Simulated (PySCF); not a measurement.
## Telling isomers of C6H11FO2Si apart by NMR

No solvent, no relativistic terms, one conformer, fast rotation and ring inversion assumed for equivalent nuclei. Shielding tensors at PBE0/pcSseg-1 (GIAO); structure optimised with GFN2-xTB; PySCF 2.14.0 with density-fitted response routines.

Scale: 1H, 13C against TMS (reference shieldings calculated alike). Splittings of carbon signals by F and P are missing where no couplings were computed. Where no couplings were computed, multiplicities follow the n + 1 count of equivalent neighbours, and m marks all less simple cases (inequivalent or close neighbours, rings, F or P nearby). Shifts are as computed. Against solution values, carbons near 30 ppm lie about +3 ppm off and those near 130 ppm about +5 ppm. Of 1211 compounds with measured shifts, 218 miss one by over three times the rms of a fit or turn the order of signals round; such compounds aren't used in these exercises. OH and NH positions are gas-phase values without hydrogen bonding to other molecules.

(1) Tabulate the signals of `C=CO[Si]1(F)CCOCC1`, `CC(C)C1=C(O[SiH2]O)[C@@H]1F` and their relative energies.

(2) What is the quickest way to tell C=CO[Si]1(F)CCOCC1 from CC(C)C1=C(O[SiH2]O)[C@@H]1F?

Results:

(1) 
| SMILES | carbon types | δC | δH | E rel. (kcal/mol) |
| --- | --- | --- | --- | --- |
| C=CO[Si]1(F)CCOCC1 | 1×CH 5×CH2 | 154.1, 99.2, 71.9, 19.9 | 6.53 (m, 1H), 4.62 (m, 1H), 4.55 (m, 1H), 4.53 (m, 2H), 3.50 (m, 2H), 1.18 (m, 2H), 0.79 (m, 2H) | 0.0 |
| CC(C)C1=C(O[SiH2]O)[C@@H]1F | 2×C 2×CH 2×CH3 | 135.8, 104.7, 72.6, 26.8, 23.7, 22.0 | 5.35 (d, 1H), 5.08 (m, 1H), 4.87 (d, 1H), 3.14 (br s, 1H), 2.84 (m, 1H), 1.28 (d, 3H), 1.16 (d, 3H) | 54.5 |

Energies are electronic energies at PBE0/pcSseg-1 on these geometries, without zero-point or thermal terms, each for the one conformer computed, which needn't be the lowest.

(2) Count the carbon signals: 4 against 6. The first has an alkene carbon bearing oxygen (CH) at 154.1 ppm, the second an alkene carbon bearing oxygen (C) at 135.8 ppm. In the proton spectra the most deshielded non-exchanging signals are 6.53 (m, 1H) and 5.35 (d, 1H).
